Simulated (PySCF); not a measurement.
# Antimony: a sound run and one with changed settings

Sound run: Sb⁺ [Kr] 4d10 5s2 5p2, Sb²⁺ [Kr] 4d10 5s2 5p1. Computed with PySCF 2.14 in aug-cc-pVDZ-PP with ECP28MDF (5s4p3d, 32 functions), with a scalar-relativistic core potential. The sound run starts from symmetry-adapted Hartree-Fock orbitals and uses a fine grid where one is needed.

A second run was set up differently.

```json
{"species": "Sb⁺", "method": "UHF", "sound run (hartree)": "-238.95724", "changed run (hartree)": "-238.95724", "converged": "yes"}
{"species": "Sb⁺", "method": "B3LYP", "sound run (hartree)": "-239.95950", "changed run (hartree)": "-240.27355", "converged": "yes"}
{"species": "Sb⁺", "method": "LDA", "sound run (hartree)": "-239.49549", "changed run (hartree)": "-239.97783", "converged": "yes"}
{"species": "Sb²⁺", "method": "UHF", "sound run (hartree)": "-238.36941", "changed run (hartree)": "-238.36941", "converged": "yes"}
{"species": "Sb²⁺", "method": "B3LYP", "sound run (hartree)": "-239.35290", "changed run (hartree)": "-239.65766", "converged": "yes"}
{"species": "Sb²⁺", "method": "LDA", "sound run (hartree)": "-238.88371", "changed run (hartree)": "-239.35291", "converged": "yes"}
```

Ionisation energy of Sb⁺:

```tsv
method	sound run (eV)	changed run (eV)
UHF	15.996	15.996
B3LYP	16.506	16.759
LDA	16.647	17.005
```

Q: What was changed?
A. minimal basis
B. level shift left on
C. basis contracted for another Hamiltonian
D. angular grid far too coarse

A: D. It used 6 angular points. A coarse angular grid integrates products of high-l functions wrongly, so density functionals can shift, and the SCF can exploit the error; Hartree-Fock and MP2 need no grid.
